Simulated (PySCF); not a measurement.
## Spin states of CaBe

Unrestricted PBE0; PySCF, no relativity, basis sets Ca def2-SVP, Be def2-SVP. Outer shells of the fragments: Ca 4s2; Be 2s2.

Followed along the bond (rough minima from three points):

```json
{"2Ms+1": "1", "unpaired": "none", "⟨S²⟩ at the start": "0.00", "R at minimum (Å)": "3.37", "Te (eV)": "0.00"}
{"2Ms+1": "3", "unpaired": "σ ↑, π ↑", "⟨S²⟩ at the start": "2.04", "R at minimum (Å)": "2.71", "Te (eV)": "0.59"}
{"2Ms+1": "3", "unpaired": "σ ↑↑", "⟨S²⟩ at the start": "2.01", "R at minimum (Å)": "2.93", "Te (eV)": "0.66"}
{"2Ms+1": "1", "unpaired": "σ ↑, π ↓", "⟨S²⟩ at the start": "1.04", "R at minimum (Å)": "2.70", "Te (eV)": "0.71"}
{"2Ms+1": "3", "unpaired": "π ↑↑", "⟨S²⟩ at the start": "2.15", "R at minimum (Å)": "none in the scan", "Te (eV)": "≤ 1.60"}
```

Solutions found at the starting distance of 2.550 Å, counted from the lowest of them; the search is not exhaustive and high or unbound solutions are not listed, so other states can lie among these:

```csv
2Ms+1,unpaired,term,E (eV),⟨S²⟩,⟨Lz²⟩,μ (D)
3,"σ ↑, π ↑",³Π,0.00,2.04,1.00,-2.83
1,none,¹Σ⁺,0.02,0.00,0.00,-0.39
1,"σ ↑, π ↓",mixed,0.12,1.04,1.01,-2.47
3,σ ↑↑,³Σ⁺,0.30,2.01,0.00,-3.46
3,π ↑↑,³Σ⁻,1.04,2.15,0.00,-6.83
1,π ↑↓,mixed,1.27,1.01,2.02,-8.05
3,"σ ↑, δ ↑",³Δ,1.66,2.03,4.00,-2.47
1,none,mixed,1.83,0.00,2.00,-8.12
```

A term symbol is given only where ⟨S²⟩ and ⟨Lz²⟩ are close to those of a pure state; real π, δ and φ orbitals otherwise mix terms. A positive dipole means Ca(−)Be(+).

Question: Compare the gap between the two lowest followed solutions at the starting distance with the gap between their minima.

Answer: At PBE0 the second solution (triplet, unpaired electrons σ ↑, π ↑) lies -0.02 eV from the first (singlet, closed shell) at 2.550 Å and +0.59 eV at the minima; the two curves relax by different amounts, since their minima lie near 2.71 and 3.37 Å.
